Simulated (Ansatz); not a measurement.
Total energies of `O/C=C(/F)I`.

Z-matrix (Å, degrees):
```
C
C 1 1.327
O 1 1.342 2 126.7
H 1 1.084 2 119.5 3 -180.0
I 2 2.071 1 123.3 3 -0.0
F 2 1.332 1 121.5 3 -180.0
H 3 0.968 1 109.2 2 0.0
```

Charge 0, multiplicity 1. Correlated methods include outer-core shells of I, which these sets cover unevenly. I takes the def2 core potential. All single points use the PBE0-D4/def2-TZVP geometry. It is one conformer, not always the lowest. Basis def2-TZVPP, the Gaussian-basis code of Ansatz.

RPA on PBE orbitals: Hartree–Fock energy of these orbitals -547.85657 Eh, correlation -1.83999 Eh (frozen core).

| functional | energy without D4 (Eh) | D4 term (kJ/mol) |
| --- | --- | --- |
| LDA (SPW92) | -547.97948 | – |
| PBE | -549.98196 | -16.0 |
| revPBE | -550.22284 | -49.0 |
| BLYP | -550.15879 | -35.8 |
| r2SCAN | -550.25189 | -3.7 |
| PBE0 | -550.00459 | -13.5 |
| r2SCANh | -550.22569 | -3.9 |
| r2SCAN0 | -550.18780 | -4.4 |
| BHLYP | -550.08107 | -20.6 |
| CAM-B3LYP | -550.17197 | -13.8 |
| LC-ωPBE | -550.13715 | – |
| ωB97X-V | -550.16072 | – |
| B2PLYP | -549.92135 | – |
| PBE-QIDH | -549.81227 | – |

Problem. Give the same for B97M-V, B3LYP, HSE06 (plane-wave form), ωB97M-V. (Estimate.)

Solution. Computed: 
| functional | energy without D4 (Eh) | D4 term (kJ/mol) |
| --- | --- | --- |
| B97M-V | -550.18369 | – |
| B3LYP | -550.35225 | -26.2 |
| HSE06 (plane-wave form) | -549.99184 | -12.6 |
| ωB97M-V | -550.16615 | – |

B3LYP takes the VWN-RPA correlation (the form of Gaussian; ORCA's B3LYP/G). HSE06 is the plane-wave form, built on full-range PBE exchange. The double hybrids freeze the cores in their second-order part.

LC-ωPBE has ω = 0.4 bohr⁻¹.
